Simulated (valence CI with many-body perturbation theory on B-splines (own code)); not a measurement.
## Questions on Nd XII

Level of theory: configuration interaction combined with many-body perturbation theory (CI+MBPT): three valence electrons over a frozen Dirac-Fock core [Kr] 4d10, radial functions for each j: 7 s, 7 p, 7 d, 7 f, 4 g, 2 h, with the one-electron correlation potential Σ1 (screened to all orders), the two-electron term Σ2, the three-electron term Σ3, Breit, model QED; selected single and double excitations, second order for the rest, scaled by the run's own slope (own B-spline code, finite nucleus).

No measured levels were compared; by estimate terms of the open shell hold to a few per cent of their energy, and close levels can change places; configurations with another count of f electrons can be misplaced by thousands of cm⁻¹.

Rates and lifetimes use the calculated energies. Strong lines usually hold to 10 to 20 %, long lifetimes can be off by a factor of two.

**Question.** What is the ground level?

**Answer.** 4f5s² ²F°_5/2, composition 98 % 4f5s² ²F°, g = 0.856.

**Question.** Where does the other parity begin?

**Answer.** At 4f²5s ⁴H_7/2, 15.301 eV.

**Question.** How well does LS coupling describe the low levels?

**Answer.** Among the lowest 20 levels the leading LS term, summed over configurations, holds 92 % on average. For single configurations the figures are 91 % in LS and 76 % in jj coupling. Terms mix most in the J = 5/2 level at 18.509 eV, where the leading one holds 57 %.

**Question.** Among levels below 55.041 eV, which E1 lines absorb most strongly from the ground level?

**Answer.** to 4f5s5p ²G_7/2 at 41.78 nm, f = 0.552; to 4f5s5p ²F_5/2 at 43.51 nm, f = 0.447; to 4f5s5p ²D_3/2 at 41.26 nm, f = 0.309.

**Question.** How is the term ²F° of the ground level split?

**Answer.** J = 5/2 at 0.000, J = 7/2 at 0.521 eV.
